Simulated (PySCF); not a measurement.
Input for PySCF: R-HF/STO-3G on CH3F (SMILES CF).

```python
from pyscf import gto, scf, dft, mp
from pyscf.data.elements import chemcore

mol = gto.M(
    atom='''
    C    -0.22192692    0.59235488    3.13726726
    F     0.23630447   -0.58220240    2.52229317
    H    -0.52768085    1.28668896    2.35637456
    H    -1.06378971    0.33262320    3.77808689
    H     0.59466944    1.00731806    3.72679793
    ''',
    basis='sto-3g',
    charge=0, spin=0, verbose=3, max_memory=1800)
mf = scf.RHF(mol)
mf.conv_tol = 1e-8
mf.max_cycle = 100
mf.kernel()
if not mf.converged:
    mf = mf.newton().run(mf.mo_coeff, mf.mo_occ)
```

It printed:

```
converged SCF energy = -137.167641021303
```

The run converged.

Cost: about 0.11 core-seconds (a rough figure).
